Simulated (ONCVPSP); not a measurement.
# What one change does to a pseudopotential (V, ONCV)

V (Z = 23), optimised norm-conserving Vanderbilt (ONCV), made with ONCVPSP 4.0.1 (LDA (Perdew-Wang 92), scalar-relativistic). Core [Ar], reference 3d3 4s2. Waves: 4s: rc 2.95 bohr, ncon 3, nbas 7, qcut 2.1 1/bohr, 2 projectors, debl 3.1 Ha; p scattering state at 0.09 Ha: rc 2.45 bohr, ncon 5, nbas 8, qcut 3.2 1/bohr, 2 projectors, debl 2.6 Ha; 3d: rc 2.20 bohr, ncon 4, nbas 8, qcut 7.4 1/bohr, 2 projectors, debl 3.3 Ha. Local part: polynomial inside 1.85 bohr (lpopt 3, dvloc0 1 Ha). Core correction: none.

In the p channel the program set the typed energies aside and used 0.050, 2.650 Ha.

All-electron outer shells of the reference configuration (LDA (PZ), scalar-relativistic, ld1.x):

```csv
shell,level (eV),outermost node (bohr),outermost maximum (bohr)
3p,-43.95,0.35,0.84
3d,-5.38,–,0.88
4s,-4.85,1.17,2.72
```

Change: s: qcut 2.9; p: qcut 4.4; d: qcut 10.2.

Cutoffs: the cutoffs (Ha) at which the residual kinetic energy of the hardest occupied pseudo-wave falls to 1 and 0.1 mHa per electron; they do not see the model core or the augmentation charge, which bear on the density cutoff. Errors are all-electron minus pseudo energies relative to the spin-unpolarised reference configuration.

Problem. Predict the effect on cutoff, ghosts and configuration errors.

Solution. The potential gets harder (21 Ha and 23 Ha → 29 Ha and 34 Ha); a bound ghost appears in p, which as a rule spoils a file; of the 4 tests that both files solve, the error grows in 2 and shrinks in 1 by more than 15 % and 0.3 meV (median size 23.4 → 36.8 meV); the range in which the d phases agree widens (upper end 0.8 → 4.9).

| quantity | base | changed |
| --- | --- | --- |
| cutoff, loose | 21 Ha | 29 Ha |
| cutoff, tight | 23 Ha | 34 Ha |
| loose cutoff by channel | s 2.6 Ha, d 21 Ha | s 2.8 Ha, d 29 Ha |
| bound ghosts | none | p |
| GHOST(+) flags under 300 eV | s at 86.2 eV | s at 86.8 eV |
| error for 3d3 4s1, meV [ΔE 7.93 eV] | +7.3 | +7.8 |
| error for 3d3 4s0, meV [ΔE 22.47 eV] | +39 | +66 |
| error for 3d2 4s0, meV [ΔE 51.63 eV] | +88 | +210 |
| error for 3d3 4s1.5, meV [ΔE 3.18 eV] | +1.7 | +1.3 |
| s: phases at 2.99 bohr within 0.05 rad from the reference energy up to (Ha; the scan ends near 5) | 1.0 | 1.1 |
| p: phases at 2.49 bohr within 0.05 rad from the reference energy up to (Ha; the scan ends near 5) | 3.1 | 3.4 |
| d: phases at 2.23 bohr within 0.05 rad from the reference energy up to (Ha; the scan ends near 5) | 0.8 | 4.9 |

 A true bound ghost makes a file unfit for plane-wave use even where its test errors are small: the radial tests pick states by their node count and pass the ghost by.
